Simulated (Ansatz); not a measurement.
Reaction (ligand exchange at the Si–O bond): `CO[SiH](O)O[SiH2]O` + `O[SiH3]` → `CO[SiH](O)O[SiH3]` + `O[SiH2]O`

Computed with Ansatz on PBE0-D4/def2-TZVP structures; ΔE is electronic, products minus reactants. CCSD(T)/CBS adds triple-zeta CCSD(T) − MP2 to the extrapolated MP2 energy (def2 sets, frozen cores). Functionals use def2-TZVPP. B3LYP here is the variant with VWN-RPA as its local correlation; programs differ in this. Each species was taken in one conformer, which may not be the lowest.

(1) Is it downhill or uphill in electronic energy at CCSD(T)/CBS, and by how much? (Estimate.)

(2) What do these levels give: B3LYP-D4, ωB97X-V, B2PLYP, PBE, B3LYP, HF/def2-TZVPP, MP2/def2-TZVPP, SCS-MP2/def2-TZVPP, MP2/def2-QZVPP, SCS-MP2/def2-QZVPP, HF/CBS(def2), MP2/CBS(def2)? (Best estimate.)

Largest T1 diagnostic among the species: 0.012.

Results:

(1) The calculation gave: Nearly level: ΔE = +2.7 kJ/mol.

(2) Ansatz gave: B3LYP-D4 2.5, ωB97X-V 2.8, B2PLYP 0.6, PBE 0.2, B3LYP -1.0, HF/def2-TZVPP -3.2, MP2/def2-TZVPP 2.5, SCS-MP2/def2-TZVPP 1.3, MP2/def2-QZVPP 2.4, SCS-MP2/def2-QZVPP 1.2, HF/CBS(def2) -3.4, MP2/CBS(def2) 2.5 kJ/mol.

In def2-TZVPP, CCSD(T) changes the Hartree–Fock value by +5.9 kJ/mol (the triples alone add +1.1 kJ/mol) and MP2 by +5.7 kJ/mol. The D4 term adds +3.5 kJ/mol with B3LYP and +1.9 kJ/mol with PBE0; it sums over pairs of atoms, weighted by their polarisabilities, and B3LYP, whose exchange is more repulsive, gets the larger term.
